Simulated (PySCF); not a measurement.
## Correlation energy of In³⁺ (indium, charge +3)

[Kr] 4d10, closed-shell 1S. All numbers are calculated (PySCF 2.14, a scalar-relativistic core potential, in def2-TZVPPD with the def2 core potential (28 electrons)). Frozen: nothing; 18 electrons correlated.

```tsv
level	correlation energy (mhartree)
CCSD	-193.68
(T)	-3.44
CCSD(T)	-197.12
```

Diagnostics: T1 = 0.0062, D1 = 0.0118, largest double amplitude 0.013.

Is a single reference adequate?

Yes, within this model without spin-orbit coupling: T1 lies below 0.03 and no double amplitude reaches 0.07.

The basis has no tight functions for the innermost shells, so their pair energies are far from complete.

This basis was not built for core-valence correlation, so the inner-shell part is incomplete.
